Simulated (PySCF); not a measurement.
This PySCF input asks for the NMR shieldings of SMILES FC(C[C@H](C)[SiH3])(F)F, C4H9F3Si; the geometry comes from GFN2-xTB.

```python
import basis_set_exchange as bse
import numpy as np
from pyscf import gto, dft
from pyscf.prop import nmr

atoms = """
C     1.284423    1.384298    0.578241
C     0.409228    0.137549    0.466091
Si    1.238635   -1.190082   -0.645698
C    -0.974646    0.560226   -0.032325
C    -1.950994   -0.589134   -0.113834
F    -1.709922   -1.407853   -1.152424
F    -3.217141   -0.160647   -0.269576
F    -1.951441   -1.361717    0.982658
H     0.823298    2.128982    1.226599
H     2.256407    1.130483    0.992207
H     1.439053    1.834474   -0.400200
H     0.284224   -0.274774    1.472520
H     1.067222   -0.780116   -2.039723
H     2.660088   -1.199370   -0.296066
H     0.658820   -2.502913   -0.387794
H    -0.909868    0.998812   -1.030627
H    -1.414384    1.303813    0.640041
"""
names = dict.fromkeys(["C", "Si", "F", "H"], "pcSseg-1")
basis = {el: gto.basis.parse(bse.get_basis(n, elements=[el], fmt="nwchem")) for el, n in names.items()}
mol = gto.M(atom=atoms, basis=basis, charge=0, verbose=0)
mf = dft.RKS(mol, xc="PBE0")
mf.grids.level = 2
mf.grids.alignment = dft.numint.BLKSIZE   # the property module wants whole blocks of grid points
mf.conv_tol = 1e-9
mf.kernel()

calc = nmr.RKS(mf)   # GIAO
C = mf.mo_coeff
Co = C[:, mf.mo_occ > 0]
resp = mf.gen_response(singlet=True, hermi=2)
def vind(x):   # induced exchange potential for any number of trial vectors
    d = np.einsum("pi,xij,qj->xpq", C, 2 * x.reshape(-1, C.shape[1], Co.shape[1]), Co, optimize=True)
    return np.einsum("xpq,pi,qj->xij", resp(d - d.transpose(0, 2, 1)), C, Co, optimize=True).ravel()
mo1, _ = nmr.rhf.solve_mo1(calc, with_cphf=vind)
sigma = calc.kernel(mo1)
for i, s in enumerate(sigma):   # ppm
    print("%2d %-2s %9.2f" % (i, mol.atom_pure_symbol(i), np.trace(s) / 3))
```

Q: What are the results?

A: 
```
 0 C     165.71
 1 C     173.93
 2 Si    407.25
 3 C     141.79
 4 C      50.84
 5 F     249.05
 6 F     246.52
 7 F     259.98
 8 H      30.45
 9 H      30.30
10 H      30.79
11 H      30.38
12 H      28.05
13 H      28.06
14 H      27.58
15 H      29.77
16 H      29.34
```

These numbers come from an equivalent density-fitted implementation of the same equations, which agrees with the script to about 0.01 ppm for H and up to a few tenths of a ppm for heavy atoms, so last digits may differ.

Q: Turn these shieldings into chemical shifts. Chemical shifts δ = σref − σ; ¹³C (186.93 ppm), ²⁹Si (349.16 ppm), ¹H (31.72 ppm) vs TMS; ¹⁹F (170.95 ppm) vs CFCl3, all at this level.

A: Averaging equivalent atoms: C 4: 136.1; C 3: 45.1; C 0: 21.2; C 1: 13.0; Si 2: -58.1; F 5/6/7: -80.9; H 12/13/14: 3.82; H 16: 2.37; H 15: 1.94; H 11: 1.34; H 8/9/10: 1.21 ppm. Unscaled 19F shifts against computed CFCl3 carry errors that often reach 10 to 50 ppm.

Size and cost of the density-fitted run: 188 basis functions, 72 s wall time on 1 thread of an Intel Xeon, shared host; peak memory 0.76 GiB.
